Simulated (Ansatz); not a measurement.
CdClH3OSi (`[SiH3][O][Cd][Cl]`), relaxed with RKS PBE0-D4/def2-TZVP in Ansatz 0.2.0 from a GFN2-xTB geometry. The force threshold is 0.005 eV/Å; the program also tests the step.

The species carries charge 0 and has multiplicity 1. Cd takes the def2 core potential.

Start:

```xyz
7

Si    0.205    0.783    0.764
O    -0.054    0.481   -0.793
Cd   -1.076   -1.022   -1.517
Cl    0.068   -2.861   -2.095
H     0.572   -0.472    1.476
H     1.297    1.756    0.770
H    -1.012    1.335    1.394
```

```json
{"step": "1", "energy (eV)": "-27054.5210", "largest force (eV/Å)": "1.002", "largest move (Å)": "0.000"}
{"step": "2", "energy (eV)": "-27054.8591", "largest force (eV/Å)": "0.873", "largest move (Å)": "0.195"}
{"step": "3", "energy (eV)": "-27055.1546", "largest force (eV/Å)": "0.851", "largest move (Å)": "0.193"}
{"step": "4", "energy (eV)": "-27055.3597", "largest force (eV/Å)": "0.624", "largest move (Å)": "0.200"}
{"step": "5", "energy (eV)": "-27055.4722", "largest force (eV/Å)": "0.223", "largest move (Å)": "0.200"}
{"step": "6", "energy (eV)": "-27055.4958", "largest force (eV/Å)": "0.090", "largest move (Å)": "0.161"}
{"step": "7", "energy (eV)": "-27055.4991", "largest force (eV/Å)": "0.090", "largest move (Å)": "0.069"}
{"step": "8", "energy (eV)": "-27055.4995", "largest force (eV/Å)": "0.093", "largest move (Å)": "0.051"}
{"step": "9", "energy (eV)": "-27055.5004", "largest force (eV/Å)": "0.010", "largest move (Å)": "0.025"}
{"step": "10", "energy (eV)": "-27055.5006", "largest force (eV/Å)": "0.003", "largest move (Å)": "0.027"}
{"step": "11", "energy (eV)": "-27055.5007", "largest force (eV/Å)": "0.018", "largest move (Å)": "0.016"}
{"step": "12", "energy (eV)": "-27055.5010", "largest force (eV/Å)": "0.047", "largest move (Å)": "0.042"}
{"step": "13", "energy (eV)": "-27055.5012", "largest force (eV/Å)": "0.087", "largest move (Å)": "0.049"}
{"step": "14", "energy (eV)": "-27055.5015", "largest force (eV/Å)": "0.078", "largest move (Å)": "0.012"}
{"step": "15", "energy (eV)": "-27055.5021", "largest force (eV/Å)": "0.083", "largest move (Å)": "0.059"}
{"step": "16", "energy (eV)": "-27055.5025", "largest force (eV/Å)": "0.097", "largest move (Å)": "0.053"}
{"step": "17", "energy (eV)": "-27055.5029", "largest force (eV/Å)": "0.097", "largest move (Å)": "0.060"}
{"step": "18", "energy (eV)": "-27055.5033", "largest force (eV/Å)": "0.093", "largest move (Å)": "0.025"}
{"step": "19", "energy (eV)": "-27055.5040", "largest force (eV/Å)": "0.051", "largest move (Å)": "0.048"}
{"step": "20", "energy (eV)": "-27055.5045", "largest force (eV/Å)": "0.029", "largest move (Å)": "0.078"}
{"step": "21", "energy (eV)": "-27055.5045", "largest force (eV/Å)": "0.029", "largest move (Å)": "0.040"}
{"step": "22", "energy (eV)": "-27055.5046", "largest force (eV/Å)": "0.023", "largest move (Å)": "0.006"}
{"step": "23", "energy (eV)": "-27055.5047", "largest force (eV/Å)": "0.009", "largest move (Å)": "0.005"}
{"step": "24", "energy (eV)": "-27055.5047", "largest force (eV/Å)": "0.004", "largest move (Å)": "0.010"}
{"step": "25", "energy (eV)": "-27055.5048", "largest force (eV/Å)": "0.006", "largest move (Å)": "0.016"}
{"step": "26", "energy (eV)": "-27055.5048", "largest force (eV/Å)": "0.006", "largest move (Å)": "0.007"}
{"step": "27", "energy (eV)": "-27055.5048", "largest force (eV/Å)": "0.003", "largest move (Å)": "0.004"}
```

End:

```xyz
7

Si    0.229    0.897    0.856
O     0.350    0.298   -0.652
Cd   -0.254   -1.325   -1.554
Cl   -0.903   -3.161   -2.691
H     0.845   -0.015    1.866
H     0.928    2.208    0.913
H    -1.195    1.098    1.261
```

Hardware: 4 threads of an Arm Neoverse V1 on a shared host. Wall time 68 s, peak host memory 0.42 GiB.
